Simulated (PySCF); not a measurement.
Geometry:
```
atom   x (Å)   y (Å)   z (Å)
  C1  -1.887   2.110  -0.121
  C2  -1.205   0.952  -0.165
  C3  -1.931  -0.292  -0.377
  C4  -1.532  -1.568  -0.248
  C5  -0.250  -2.085   0.145
  C6   0.903  -1.414   0.307
  C7   1.127   0.001   0.130
  C8   2.594   0.352   0.212
  F9   3.315  -0.288  -0.729
 F10   3.132  -0.006   1.394
 F11   2.862   1.656   0.062
 C12   0.243   0.997  -0.062
 H13  -2.959   2.135  -0.201
 H14  -1.393   3.055   0.019
 H15  -2.962  -0.132  -0.671
 H16  -2.274  -2.332  -0.445
 H17  -0.223  -3.155   0.306
 H18   1.785  -1.978   0.583
 H19   0.644   2.000  -0.146
```

How the numbers were obtained: σ from GIAO-PBE0/pcSseg-1, geometry from GFN2-xTB, in PySCF 2.14 (fast rotation and ring inversion assumed for equivalent nuclei, non-relativistic Hamiltonian, no solvent model, one conformer).

δ = σ(ref) − σ, references computed at the same level: $^{13}$C, $^{1}$H against TMS; $^{19}$F vs CFCl3.

| atoms | nucleus | count | Hirshfeld charge | δ (ppm) |
| --- | --- | --- | --- | --- |
| F9/F10/F11 | $^{19}$F | 3 | -0.09 | ? |
| C4 | $^{13}$C | 1 | -0.04 | 134.2 |
| C12 | $^{13}$C | 1 | -0.02 | 146.9 |
| H19 | $^{1}$H | 1 | 0.05 | ? |
| H14 | $^{1}$H | 1 | 0.05 | 4.91 |
| H17 | $^{1}$H | 1 | 0.06 | 5.95 |
| H16 | $^{1}$H | 1 | 0.05 | ? |
| C7 | $^{13}$C | 1 | -0.04 | 135.5 |
| C5 | $^{13}$C | 1 | -0.04 | 140.8 |
| C3 | $^{13}$C | 1 | -0.03 | 148.4 |
| C6 | $^{13}$C | 1 | -0.05 | 136.0 |
| C8 | $^{13}$C | 1 | 0.26 | 133.2 |
| C2 | $^{13}$C | 1 | 0.00 | 151.6 |
| H13 | $^{1}$H | 1 | 0.05 | ? |
| H18 | $^{1}$H | 1 | 0.04 | ? |
| C1 | $^{13}$C | 1 | -0.11 | 123.1 |
| H15 | $^{1}$H | 1 | 0.05 | 6.11 |

Complete the table.

## Answers


- H19: 6.60 ppm, hydrogen on an alkene CH; olefinic region
- H18: 5.97 ppm, hydrogen on an alkene CH; attached to an sp2 carbon and in the plane of the double bond
- H16: 5.69 ppm, hydrogen on an alkene CH; attached to an sp2 carbon and in the plane of the double bond
- H13: 4.88 ppm, hydrogen on a terminal =CH2 carbon; a vinylic proton, deshielded by the sp2 carbon and the C=C anisotropy
- F9/F10/F11: -86.1 ppm, fluorine of a CF3 group

Shifts are as computed. Against solution values, carbons near 30 ppm lie about +3 ppm off and those near 130 ppm about +5 ppm. Of 1211 compounds with measured shifts, 218 miss one by over three times the rms of a fit or turn the order of signals round; such compounds aren't used in these exercises. Unscaled 19F shifts against computed CFCl3 carry errors that often reach 10 to 50 ppm.
